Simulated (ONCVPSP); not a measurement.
## Building the ONCV potential for Hf (PBE, scalar-relativistic).

ONCVPSP 4.0.1 was run on this input:

```
# ATOM AND REFERENCE CONFIGURATION
# atsym  z   nc   nv     iexc    psfile
  Hf 72.00   11    3        4      upf
#
#   n    l    f
    1    0    2.00
    2    0    2.00
    2    1    6.00
    3    0    2.00
    3    1    6.00
    3    2   10.00
    4    0    2.00
    4    1    6.00
    4    2   10.00
    4    3   14.00
    5    0    2.00
    5    1    6.00
    5    2    2.00
    6    0    0.50
#
# PSEUDOPOTENTIAL AND OPTIMIZATION
# lmax
    2
#
#   l,   rc,      ep,       ncon, nbas, qcut
    0    2.05    0.00    4    8    3.60
    1    1.90    0.00    4    7    9.00
    2    2.55    0.00    3    8    6.50
#
# LOCAL POTENTIAL
# lloc, lpopt,  rc(5),   dvloc0
    4    5    1.20    4.00
#
# VANDERBILT-KLEINMAN-BYLANDER PROJECTORs
# l, nproj, debl
    0    2    1.10
    1    2    2.00
    2    1    2.50
#
# MODEL CORE CHARGE
# icmod, fcfact, rcfact
    4    0.40    0.00
#
# LOG DERIVATIVE ANALYSIS
# epsh1, epsh2, depsh
   -3.00    5.00    0.02
#
# OUTPUT GRID
# rlmax, drl
    6.00    0.01
#
# TEST CONFIGURATIONS
# ncnf
    4
# nvcnf
#   n    l    f
    3
    5    1    6.00
    5    2    2.00
    6    0    2.00
#
    3
    5    1    6.00
    5    2    2.00
    6    0    1.00
#
    3
    5    1    6.00
    5    2    2.00
    6    0    0.00
#
    3
    5    1    6.00
    5    2    3.00
    6    0    1.00
#
```

Command:

```bash
oncvpsp.x < Hf.dat > Hf.out
```

Resulting log (shortened: citation, most of the input echo, consistency checks and plot data are left out):

```
ONCVPSP  (Optimized Norm-Conservinng Vanderbilt PSeudopotential)
scalar-relativistic version 4.0.1

#   n    l    f        energy (Ha)
    1    0    2.00    -2.3997082E+03
    2    0    2.00    -4.1072267E+02
    2    1    6.00    -3.6065784E+02
    3    0    2.00    -9.3893056E+01
    3    1    6.00    -7.8938878E+01
    3    2   10.00    -6.1251045E+01
    4    0    2.00    -1.9235540E+01
    4    1    6.00    -1.4330545E+01
    4    2   10.00    -7.9945303E+00
    4    3   14.00    -1.0179176E+00
    5    0    2.00    -2.8619133E+00
    5    1    6.00    -1.7066126E+00
    5    2    2.00    -4.7200451E-01
    6    0    0.50    -5.2029761E-01

Reference configufation results
  iterations    37
  all-electron total energy (Ha)   -1.50776931D+04

Begin loop to  construct optimized pseudo wave functions
and semi-local pseudopoentials for all angular momenta

   Wellstate for l =  0  n =  7
     eigenvalue =   0.5797
     asymptotic potential =   1.0797
     half-point radius =  3.7810

Calculating optimized projector #   1

 for l=   0

    Fraction of norm inside rc  0.127745
    Optimizing pswf for qcut=   3.61 a_B^-1,  ecut=   6.50 Ha

optimize: ERROR ps0norm > uunorm, code will stop
```

The run stopped because the continuity conditions at rc already need more norm inside rc than the all-electron wave has, so norm conservation cannot be met.

The run took about 0.45 s on one core of a shared server CPU.
